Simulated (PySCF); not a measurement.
Si(OSiH3)2(H)(Me) (CH₁₀O₂Si₃), SMILES C[SiH](O[SiH3])O[SiH3]. Atoms are numbered in the order given.

```xyz
16

Si    -0.0716    -0.9180    -0.7055
C      0.1959    -2.6364    -0.0451
O      1.3225    -0.0265    -0.5691
Si     2.1261     1.0640     0.3903
O     -1.2655    -0.1929     0.1924
Si    -2.1753     1.1761     0.4288
H     -0.4578    -0.9086    -2.1402
H      0.4648    -2.5995     1.0228
H     -0.7189    -3.2418    -0.1477
H      1.0091    -3.1425    -0.5894
H      3.4006     1.4333    -0.2819
H      1.2961     2.2882     0.5880
H      2.4267     0.4696     1.7257
H     -3.5565     0.7756     0.8130
H     -1.5793     1.9942     1.5223
H     -2.2265     1.9942    -0.8188
```
Charge 0, spin multiplicity 1.

Geometry optimised at B3LYP-D3(BJ)/def2-SVP. The values are those of a single conformer.

Calculation: TDA-B3LYP/def2-SVPD in PySCF.

Vertical excitations. Isolated molecule, no solvent.

```
state  energy (eV)  λ (nm)      f                                                               main pairs
-----  -----------  ------  -----  -----------------------------------------------------------------------
S1            6.93     179  0.002                                                           HOMO→LUMO 95 %
S2            7.22     172  0.001                                                         HOMO−1→LUMO 91 %
S3            7.27     170  0.001                                       HOMO→LUMO+1 62 %, HOMO−2→LUMO 32 %
S4            7.56     164  0.007  HOMO−2→LUMO 43 %, HOMO→LUMO+1 24 %, HOMO−1→LUMO+1 19 %, HOMO−3→LUMO 9 %
S5            7.60     163  0.007                   HOMO−1→LUMO+1 49 %, HOMO−3→LUMO 20 %, HOMO−2→LUMO 17 %
S6            7.78     159  0.028                                                         HOMO→LUMO+2 78 %
T1            6.72     184      0                                                           HOMO→LUMO 85 %
T2            6.93     179      0                                                         HOMO−1→LUMO 80 %
```
Triplets are in the Tamm–Dancoff approximation.
